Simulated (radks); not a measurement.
Task: Ho2+, 65 electrons, occupied as [Kr] 4d10 4f11 5s1 5p6 6p1 (not the ground configuration). Calculated with a radial shooting solver on a logarithmic mesh with Libxc functionals: scalar-relativistic Kohn-Sham, PBE, spin-unpolarised, spherical densities, point nucleus. Some entries of the table are withheld. Estimate them.

orbital  occ.  eigenvalue (hartree)  <r^2> (bohr^2)  <1/r> (bohr^-1)
1s          2             -2040.457       0.0005880              (1)
2s          2             -341.9709        0.009167            17.69
2p          6             -303.0234        0.007440            16.38
3s          2             -76.99024         0.06036            6.518
3p          6             -65.09055         0.06070            6.098
3d         10             -50.00461         0.05071            5.782
4s          2             -15.85352          0.3041            2.748
4p          6             -11.94089          0.3447            2.516
4d         10              -6.65752          0.4137            2.219
5s          1              -2.64310           1.784            1.051
5p          6              -1.71449           2.450           0.8854
4f         11              -0.91615          0.8778            1.626
5d          0              -0.65925           5.719           0.5791
6s          0              -0.64397           11.42              (2)
6p          1              -0.46382           17.02           0.3222
5f          0              -0.19543           38.00           0.2056

Result: 
(1) 1s <1/r> (bohr^-1): 76.07
(2) 6s <1/r> (bohr^-1): 0.3969
